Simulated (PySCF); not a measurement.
Species: C8H11NO.
Numbering: `[CH:1]#[C:2][CH2:3][C:4](=[O:5])[NH:6][C@H:7]([CH3:8])[CH:9]=[CH2:10]` (hydrogens: H11 on C1; H12, H13 on C3; H14 on N6; H15 on C7; H16, H17, H18 on C8; H19 on C9; H20, H21 on C10)

The same species was optimised twice, with GFN2-xTB and with PBE0-D3(BJ)/def2-SVP (PySCF), and the same property calculations (PySCF, gas phase) were run on both structures.

| coordinate | GFN2-xTB | PBE0-D3(BJ)/def2-SVP | change |
| --- | --- | --- | --- |
| C1≡C2 (Å) | 1.198 | 1.212 | +0.014 |
| C9=C10 (Å) | 1.320 | 1.333 | +0.013 |
| C2–C3 (Å) | 1.445 | 1.453 | +0.008 |
| C4–N6 (Å) | 1.346 | 1.351 | +0.005 |
| C7–C8 (Å) | 1.526 | 1.521 | -0.005 |
| N6–C7 (Å) | 1.454 | 1.451 | -0.003 |
| C4=O5 (Å) | 1.211 | 1.214 | +0.003 |
| C3–C4 (Å) | 1.533 | 1.533 | 0.000 |
| C7–C9 (Å) | 1.504 | 1.505 | +0.001 |
| C2–C3–C4 (°) | 113.4 | 116.9 | +3.5 |
| C3–C4–O5 (°) | 122.0 | 119.8 | -2.2 |
| C3–C4–N6 (°) | 114.0 | 115.8 | +1.8 |
| N6–C7–C8 (°) | 110.0 | 111.6 | +1.6 |
| C4–N6–C7 (°) | 123.3 | 122.4 | -0.9 |
| C8–C7–C9 (°) | 114.6 | 115.2 | +0.6 |
| O5–C4–N6 (°) | 123.9 | 124.4 | +0.5 |
| C1–C2–C3 (°) | 178.2 | 178.6 | +0.4 |
| C2–C3–C4–O5 (°) | -149 | -175 | -26 |
| C3–C4–N6–C7 (°) | 180 | 179 | -1 |
| C4–N6–C7–C8 (°) | -117 | -104 | +13 |
| N6–C7–C9–C10 (°) | 129 | 126 | -3 |

Rotational constants: A = 1889, B = 817.7, C = 665.1 MHz (GFN2-xTB) against A = 1890, B = 792.4, C = 644.8 MHz (PBE0-D3(BJ)/def2-SVP). Point groups within 0.08 Å: C1 and C1.

On the GFN2-xTB structure: HOMO (eV) -7.24 [PBE0/pcSseg-1]; LUMO (eV) 0.05 [PBE0/pcSseg-1]; dipole (D) 3.23 [PBE0/pcSseg-1]; GIAO shielding of C1 (ppm) 106.7 [PBE0/pcSseg-1]; GIAO shielding of C2 (ppm) 101.9 [PBE0/pcSseg-1]; GIAO shielding of C3 (ppm) 157.5 [PBE0/pcSseg-1]; GIAO shielding of C4 (ppm) 21.4 [PBE0/pcSseg-1]; GIAO shielding of O5 (ppm) -68.1 [PBE0/pcSseg-1]; GIAO shielding of N6 (ppm) 116.1 [PBE0/pcSseg-1]; GIAO shielding of C7 (ppm) 140.1 [PBE0/pcSseg-1]; GIAO shielding of C8 (ppm) 167.9 [PBE0/pcSseg-1].

Problem. What do these properties become on the PBE0-D3(BJ)/def2-SVP structure?

Solution. 
```csv
property,level,on GFN2-xTB,on PBE0-D3(BJ)/def2-SVP,change
HOMO (eV),PBE0/pcSseg-1,-7.24,-7.26,-0.02
LUMO (eV),PBE0/pcSseg-1,0.05,0.00,-0.05
dipole (D),PBE0/pcSseg-1,3.23,3.14,-0.09
"energy, GFN2-xTB geometry as zero (kcal/mol)",PBE0/pcSseg-1,0.0,-1.7,-1.7
GIAO shielding of C1 (ppm),PBE0/pcSseg-1,106.7,103.9,-2.8
GIAO shielding of C2 (ppm),PBE0/pcSseg-1,101.9,102.2,+0.3
GIAO shielding of C3 (ppm),PBE0/pcSseg-1,157.5,156.4,-1.1
GIAO shielding of C4 (ppm),PBE0/pcSseg-1,21.4,21.2,-0.2
GIAO shielding of O5 (ppm),PBE0/pcSseg-1,-68.1,-58.6,+9.5
GIAO shielding of N6 (ppm),PBE0/pcSseg-1,116.1,116.6,+0.5
GIAO shielding of C7 (ppm),PBE0/pcSseg-1,140.1,140.0,-0.1
GIAO shielding of C8 (ppm),PBE0/pcSseg-1,167.9,166.5,-1.4
```

The heavy atoms differ by 0.178 Å rms after alignment. Among bonds between heavy atoms C1≡C2 and C9=C10 change most and about equally (+0.013 to +0.014 Å). Changes are differences of the printed values. Neither structure is proved a minimum here.

Shape of the structure used: `[CH:1]#[C:2][CH2:3][C:4](=[O:5])[NH:6][C@H:7]([CH3:8])[CH:9]=[CH2:10]`: C2–C3–C4–O5 -175°, C3–C4–N6–C7 179°, C4–N6–C7–C8 -104°, N6–C7–C9–C10 126°.
